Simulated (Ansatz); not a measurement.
The cluster Si2Se (the lowest singlet isomer of a short search) was relaxed with PBE-D4 (def2-TZVP) in Ansatz in these states: neutral quintet, neutral singlet, neutral triplet. The geometries follow in no particular order.

A:

```xyz
3

Si   -0.971    0.616   -0.750
Si   -0.268   -0.966    0.938
Se    1.239    0.349   -0.188
```

B:

```xyz
3

Si    0.683    1.034    0.513
Si   -0.550   -0.882    0.847
Se   -0.133   -0.152   -1.360
```

C:

```xyz
3

Si    0.2608    1.0956   -0.7659
Si    0.8078   -1.0933   -0.0852
Se   -1.0686   -0.0024    0.8511
```

Problem. Judge from the bond lengths which geometry belongs to which state (an estimate).

Solution. A is the neutral singlet (Si1–Si2 2.417 Å, Si2–Se3 2.296 Å, Si1–Se3 2.296 Å); B is the neutral triplet (Si1–Si2 2.303 Å, Si2–Se3 2.362 Å, Si1–Se3 2.362 Å); C is the neutral quintet (Si1–Si2 2.357 Å, Si2–Se3 2.364 Å, Si1–Se3 2.364 Å).

At PBE0-D4/def2-TZVP a singlet lies 0.78 eV below the neutral triplet. At PBE0-D4/def2-TZVP a singlet lies 3.35 eV below the neutral quintet. These are the stationary points nearest to one start from a short search; other shapes may lie lower in each state.
